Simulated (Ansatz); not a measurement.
Program: Ansatz. Geometries: PBE0-D4/def2-TZVP. ΔE: electronic, gas phase. CCSD(T)/CBS adds triple-zeta CCSD(T) − MP2 to the extrapolated MP2 energy (def2 sets, frozen cores). Functionals use def2-TZVPP. B3LYP here is the variant with VWN-RPA as its local correlation; programs differ in this. For Ge outer-core shells are correlated without core-valence functions, which leaves a few kJ/mol of doubt a bond. Scalar relativity is left out up to krypton.

Consider the redistribution: `BC([SiH3])C#C` + `F[CH]([SiH3])[GeH3]` → `B[CH](F)[GeH3]` + `C#CC([SiH3])[SiH3]`.

`BC([SiH3])C#C`:

```xyz
12

B    -0.042    0.942    1.409
C     0.039    0.640   -0.098
Si   -1.283   -0.747   -0.299
C     1.265    0.105   -0.636
C     2.272   -0.378   -1.081
H     0.717    0.430    2.175
H    -0.932    1.633    1.813
H    -0.375    1.442   -0.723
H    -0.934   -1.906    0.557
H    -1.277   -1.145   -1.726
H    -2.622   -0.226    0.078
H     3.172   -0.791   -1.469
```

`F[CH]([SiH3])[GeH3]`:

Cartesian coordinates in Å:
```
F 0.026 1.614 -1.112
C 0.041 0.779 0.015
Si -1.630 -0.093 0.171
Ge 1.589 -0.448 -0.134
H 0.206 1.415 0.893
H -1.844 -0.983 -0.999
H -1.598 -0.907 1.415
H -2.730 0.901 0.250
H 2.867 0.380 -0.332
H 1.383 -1.390 -1.329
H 1.691 -1.268 1.163
```

`B[CH](F)[GeH3]`:

Z-matrix (Å, degrees):
```
Ge
C 1 2.060
B 1 2.587 2 35.6
H 1 1.536 2 112.7 3 26.8
H 1 1.531 2 103.4 3 145.5
H 1 1.533 2 108.7 3 -95.2
F 2 1.379 1 108.3 3 -122.0
H 2 1.092 1 102.6 3 122.4
H 3 1.193 1 115.1 2 111.5
H 3 1.198 1 94.3 2 -120.9
```

`C#CC([SiH3])[SiH3]`:

Cartesian coordinates in Å:
```
C -2.502 0.434 0.535
C -1.303 0.473 0.441
C 0.130 0.462 0.290
Si 0.845 -1.105 1.073
Si 0.583 0.609 -1.542
H -3.561 0.412 0.628
H 0.579 1.319 0.807
H 0.470 -1.167 2.508
H 2.326 -1.076 0.949
H 0.313 -2.295 0.364
H 0.053 -0.567 -2.275
H 0.004 1.854 -2.106
H 2.064 0.648 -1.672
```

| level | ΔE (kcal/mol) |
| --- | --- |
| PBE0-D4 | -6.2 |
| ωB97X-V | -4.6 |
| r2SCAN | -6.2 |
| PBE0 | -5.9 |
| B3LYP | -4.8 |
| HF/def2-TZVPP | -2.5 |
| SCS-MP2/def2-TZVPP | -4.8 |
| MP2/def2-QZVPP | -5.5 |

(1) What does CCSD(T)/CBS give? (An estimate is asked.)

Largest T1 diagnostic among the species: 0.013.

Answers

(1) Computed: -4.6 kcal/mol. The listed levels differ from it by -1.6, 0.0, -1.6, -1.3, -0.2, 2.1, -0.2, -0.9 kcal/mol.

In def2-TZVPP, CCSD(T) changes the Hartree–Fock value by −2.7 kcal/mol (the triples alone add −0.5 kcal/mol) and MP2 by −3.3 kcal/mol.
